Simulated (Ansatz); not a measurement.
Conformers of CH₄BFN₂, SMILES `N=C(N)BF`, each relaxed with PBE0-D4/def2-TZVP in Ansatz. CBS adds the triple-zeta coupled-cluster correction to the MP2 limit.

Not all of them had a frequency check.

Conformer A:

```xyz
9

N    -0.645    1.376   -0.546
C    -0.123    0.348    0.020
N     0.022    0.299    1.371
B     0.374   -0.883   -0.819
F     0.811   -1.967   -0.200
H    -0.636    1.253   -1.555
H     0.249   -0.569    1.819
H    -0.405    1.022    1.925
H     0.353   -0.878   -2.015
```

Conformer B:

Cartesian coordinates in Å:
```
N -1.243 -0.824 0.575
C -0.247 -0.146 0.147
N 0.809 0.321 0.886
B -0.211 0.238 -1.386
F -1.211 -0.090 -2.164
H -1.169 -1.027 1.575
H 0.941 0.011 1.834
H 1.615 0.692 0.415
H 0.716 0.824 -1.880
```

Which is lowest in electronic energy at CCSD(T)/CBS (frozen core, def2 sets), and by how much? (An estimate is asked.)

The calculation gave: A; B lies 18.3 kJ/mol higher.

Give the energies relative to A (kJ/mol) with PBE-D4/def2-TZVPP, B3LYP-D4/def2-TZVPP, ωB97X-V/def2-TZVPP, MP2/def2-TZVPP, CCSD/def2-TZVPP, CCSD(T)/def2-TZVPP, SCS-MP2/def2-QZVPP. (Best estimate.)

Ansatz gave: 
```json
{"level": "PBE-D4/def2-TZVPP", "B": "17.1"}
{"level": "B3LYP-D4/def2-TZVPP", "B": "17.1"}
{"level": "ωB97X-V/def2-TZVPP", "B": "17.5"}
{"level": "MP2/def2-TZVPP", "B": "18.1"}
{"level": "CCSD/def2-TZVPP", "B": "16.7"}
{"level": "CCSD(T)/def2-TZVPP", "B": "17.0"}
{"level": "SCS-MP2/def2-QZVPP", "B": "18.1"}
```

B3LYP here is the variant with VWN-RPA as its local correlation; programs differ in this.
